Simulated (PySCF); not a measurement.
SMILES BNC(C)(C)C (GFN2-xTB optimised geometry):

```
18

B      1.410     1.178     0.000
H      0.813     2.183     0.000
H      2.585     1.178     0.000
N      0.776    -0.045     0.003
C     -0.631    -0.427     0.004
C     -0.909    -1.248     1.272
C     -1.546     0.795    -0.021
C     -0.898    -1.291    -1.236
H      1.350    -0.877     0.007
H     -0.697    -0.651     2.156
H     -1.950    -1.560     1.304
H     -0.283    -2.137     1.298
H     -2.585     0.475    -0.030
H     -1.356     1.392    -0.909
H     -1.377     1.414     0.855
H     -1.939    -1.603    -1.267
H     -0.677    -0.726    -2.139
H     -0.273    -2.183    -1.226
```

Method: PBE0/def2-SVP in PySCF 2.14.0.

### Question
What are the frontier orbital energies and the dipole moment?

### Answer
HOMO-2 -9.39 eV, HOMO-1 -8.62 eV, HOMO -7.72 eV, LUMO 0.64 eV, LUMO+1 1.43 eV; dipole moment 2.24 D.

Meta-Löwdin charges at PBE0/def2-SVP: B1 -0.10, H2 -0.01, H3 -0.01, N4 -0.25, C5 0.17, C6 -0.31, C7 -0.30, C8 -0.31, H9 0.21, H10 0.10, H11 0.10, H12 0.09, H13 0.10, H14 0.11, H15 0.11, H16 0.10, H17 0.10, H18 0.09.
